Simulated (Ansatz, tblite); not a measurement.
Removing and adding an electron: LiAlO2 (the lowest singlet isomer of a short search). The state is a singlet with charge 0. Geometry: r2SCAN-D4/def2-TZVP. Ansatz, gas phase; energy differences of separate SCF runs; the oxidised species was run as a doublet alone; the reduced species was run as a doublet alone.

```xyz
4

Li    0.666   -0.509    2.315
Al   -0.226    0.172   -0.783
O     0.221   -0.173    0.765
O    -0.661    0.510   -2.298
```

The xTB rows come from tblite. Correlated methods freeze 7 core orbitals; core or outer-core shells of Li are correlated, in sets that lack core-valence functions. The structure comes from a short search, and lower isomers may exist.

```json
{"level": "GFN2-xTB", "−HOMO (eV)": "10.26", "vertical IE (eV)": "14.54", "−LUMO (eV)": "7.44", "vertical EA (eV)": "3.98", "HOMO–LUMO gap (eV)": "2.83", "IE − EA (eV)": "10.56", "remarks": "–"}
{"level": "HF/def2-TZVPD", "−HOMO (eV)": "–", "vertical IE (eV)": "–", "−LUMO (eV)": "–", "vertical EA (eV)": "0.66", "HOMO–LUMO gap (eV)": "–", "IE − EA (eV)": "–", "remarks": "–"}
{"level": "PBE-D4/def2-TZVP", "−HOMO (eV)": "4.83", "vertical IE (eV)": "8.58", "−LUMO (eV)": "2.25", "vertical EA (eV)": "–", "HOMO–LUMO gap (eV)": "2.58", "IE − EA (eV)": "–", "remarks": "–"}
{"level": "PBE0-D4/def2-TZVP", "−HOMO (eV)": "6.16", "vertical IE (eV)": "8.38", "−LUMO (eV)": "1.69", "vertical EA (eV)": "–", "HOMO–LUMO gap (eV)": "4.47", "IE − EA (eV)": "–", "remarks": "–"}
{"level": "PBE0-D4/def2-TZVPD", "−HOMO (eV)": "6.25", "vertical IE (eV)": "–", "−LUMO (eV)": "1.66", "vertical EA (eV)": "0.90", "HOMO–LUMO gap (eV)": "4.59", "IE − EA (eV)": "–", "remarks": "HOMO above zero (-1 doublet)"}
{"level": "MP2/def2-TZVPP", "−HOMO (eV)": "–", "vertical IE (eV)": "8.80", "−LUMO (eV)": "–", "vertical EA (eV)": "–", "HOMO–LUMO gap (eV)": "–", "IE − EA (eV)": "–", "remarks": "–"}
{"level": "CCSD/def2-TZVPP", "−HOMO (eV)": "–", "vertical IE (eV)": "8.25", "−LUMO (eV)": "–", "vertical EA (eV)": "–", "HOMO–LUMO gap (eV)": "–", "IE − EA (eV)": "–", "remarks": "large T1 (0.023) (singlet)"}
{"level": "CCSD(T)/def2-TZVPD", "−HOMO (eV)": "–", "vertical IE (eV)": "–", "−LUMO (eV)": "–", "vertical EA (eV)": "0.76", "HOMO–LUMO gap (eV)": "–", "IE − EA (eV)": "–", "remarks": "large T1 (0.022) (singlet)"}
```

Problem. Estimate the rows for GFN1-xTB, HF/def2-TZVPP, PBE-D4/def2-TZVPD, r2SCAN-D4/def2-TZVP, r2SCAN-D4/def2-TZVPD, MP2/def2-TZVPD, CCSD/def2-TZVPD, CCSD(T)/def2-TZVPP.

Solution. 
```
               level  −HOMO (eV)  vertical IE (eV)  −LUMO (eV)  vertical EA (eV)  HOMO–LUMO gap (eV)  IE − EA (eV)                       remarks
            GFN1-xTB       12.02             16.02        7.65              4.77                4.37         11.25                             –
       HF/def2-TZVPP           –              6.41           –                 –                   –             –                             –
   PBE-D4/def2-TZVPD        4.93                 –        2.24              0.95                2.69             –  HOMO above zero (-1 doublet)
 r2SCAN-D4/def2-TZVP        5.01              8.41        1.66                 –                3.36             –                             –
r2SCAN-D4/def2-TZVPD        5.10                 –        1.68              0.84                3.42             –  HOMO above zero (-1 doublet)
      MP2/def2-TZVPD           –                 –           –              0.73                   –             –                             –
     CCSD/def2-TZVPD           –                 –           –              0.75                   –             –    large T1 (0.022) (singlet)
  CCSD(T)/def2-TZVPP           –              8.45           –                 –                   –             –    large T1 (0.023) (singlet)
```

   A HOMO above zero means that the electron is unbound at that level or that self-interaction error raises the level; the energy of removing that electron tells which. Raw xTB energy differences between charge states are shifted by several eV; the methods need an empirical correction for them.
